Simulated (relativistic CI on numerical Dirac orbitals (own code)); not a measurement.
# Transition arrays of Ho²³⁺

Method of calculation: Dirac-Coulomb-Breit CI, KLI orbitals optimised for each configuration, model QED (radiative potential, 1s self-energy scaled to tabulated hydrogen-like ionisation energies), valence Slater integrals scaled by 0.9, whole transition arrays (own radial code, finite nucleus).

Configuration list (outside the closed core [Ar] 3d10 4s2): 4p⁶4d⁸, 4p⁶4d⁷4f, 4p⁵4d⁹, 4p⁶4d⁷5p, 4p⁶4d⁷5f. Levels of other configurations are missing.

All E1 lines from the levels of 4p⁶4d⁸; mean and standard deviation are weighted by gf, and upper levels are sorted by their leading configuration.

```
Upper configuration  Lines    Σgf  Mean (eV)  Mean (nm)  σ (eV)  Strongest line (nm)
           4p⁶4d⁷4f    726  271.3     201.61      6.150    5.32                6.087
             4p⁵4d⁹     55   39.6     208.58      5.944   16.29                5.856
           4p⁶4d⁷5p    466   35.0     301.39      4.114    5.11                4.109
           4p⁶4d⁷5f    721   62.5     432.54      2.866    5.08                2.903
```

Σgf per state of the lower configuration in bins of 0.1 nm over the central range (centre: value): 2.85: 1.10, 2.95: 0.27, 4.05: 0.24, 4.15: 0.41, 4.25: 0.07, 5.65: 0.07, 5.75: 0.15, 5.85: 0.49, 5.95: 0.35, 6.05: 1.33, 6.15: 3.96, 6.25: 0.29.

**Question.** How do configuration mixing and the scaling of the Slater integrals move the arrays?

**Answer.** Slater scale 0.9, no configuration mixing: 4p⁶4d⁷4f 198.5 ± 6.9 eV (Σgf 254.3), 4p⁵4d⁹ 171.9 ± 19.7 eV (Σgf 39.2), 4p⁶4d⁷5p 301.6 ± 5.1 eV (Σgf 40.5), 4p⁶4d⁷5f 432.5 ± 5.1 eV (Σgf 65.2); Slater scale 1: 4p⁶4d⁷4f 205.4 ± 5.4 eV (Σgf 276.7), 4p⁵4d⁹ 212.2 ± 16.4 eV (Σgf 40.5), 4p⁶4d⁷5p 301.5 ± 5.3 eV (Σgf 34.3), 4p⁶4d⁷5f 432.6 ± 5.2 eV (Σgf 62.5); Slater scale 0.8: 4p⁶4d⁷4f 197.8 ± 5.3 eV (Σgf 266.0), 4p⁵4d⁹ 205.0 ± 16.2 eV (Σgf 38.5), 4p⁶4d⁷5p 301.3 ± 4.9 eV (Σgf 35.7), 4p⁶4d⁷5f 432.4 ± 4.9 eV (Σgf 62.5). With mixing, levels are counted to their leading configuration, so an array can shrink or vanish into another, and the sums then hold other lines.
